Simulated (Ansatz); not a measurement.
The cluster Ru3H6, relaxed as a singlet with RKS PBE0-D4/def2-SVP in Ansatz, starting from the GFN1-xTB geometry. Force threshold 0.02 eV/Å.

In the def2 sets Ru takes a core potential; there is no spin–orbit coupling. The restricted singlet is unstable towards broken spin symmetry in Hartree–Fock (as tested in another run); at PBE0-D4/def2-SVP this wasn't settled. The relaxation made no stability test and no search for a lower SCF solution. No other spin state of charge 0 was run. Another isomer (quintet) lies 0.41 eV lower at PBE0-D4/def2-TZVP; other spin states weren't run for this one.

Start:

```xyz
9

Ru    1.1853   -0.3176   -0.0761
Ru   -1.0619   -0.4754   -0.8566
Ru   -0.5677    0.6043    1.1106
H    -1.0996   -0.3279    2.2440
H     0.3280   -1.2879   -1.4016
H     1.7853   -1.4339    0.8398
H    -1.9646    0.2806   -1.8841
H    -0.5441    2.1534    0.8929
H     1.9394    0.8044   -0.8688
```

| step | energy (eV) | largest force component (eV/Å) | SCF passes |
| --- | --- | --- | --- |
| 1 | -7837.1711 | 2.298 | 36 |
| 2 | -7838.2333 | 0.854 | 44 |
| 3 | -7838.6856 | 1.060 | 45 |
| 4 | -7838.9556 | 0.645 | 38 |
| 5 | -7839.1199 | 0.486 | 38 |
| 6 | -7839.1690 | 0.350 | 37 |
| 7 | -7839.1890 | 0.254 | 37 |
| 8 | -7839.1981 | 0.069 | 35 |
| 9 | -7839.1998 | 0.072 | 32 |
| 10 | -7839.2005 | 0.083 | 33 |
| 11 | -7839.2016 | 0.035 | 34 |
| 12 | -7839.2019 | 0.039 | 32 |
| 13 | -7839.2020 | 0.019 | 24 |

Force components are those of the run's own axes.

End:

Cartesian coordinates in Å:
```
Ru 0.9985 -0.0384 0.2584
Ru -1.1380 -0.8203 -0.8625
Ru -1.1324 0.5413 0.9718
H -0.6508 -0.2180 2.2837
H 0.5984 -0.9340 -1.1089
H 1.4480 -1.5222 0.5036
H -1.3553 0.4468 -1.7416
H -0.2427 1.8560 0.7312
H 1.4744 0.6889 -1.0359
```

By distances, no bond broke or formed. The bond that changes most is Ru1–H5, from 1.85 to 1.68 Å (atoms count from 1). A close non-bonded pair moves further: H5–H9, from 2.69 to 1.85 Å.

No frequencies were taken in this run, so the end may be a saddle point.

Hardware: 4 threads of Arm Neoverse V2 on a shared host. Wall time 30 s.
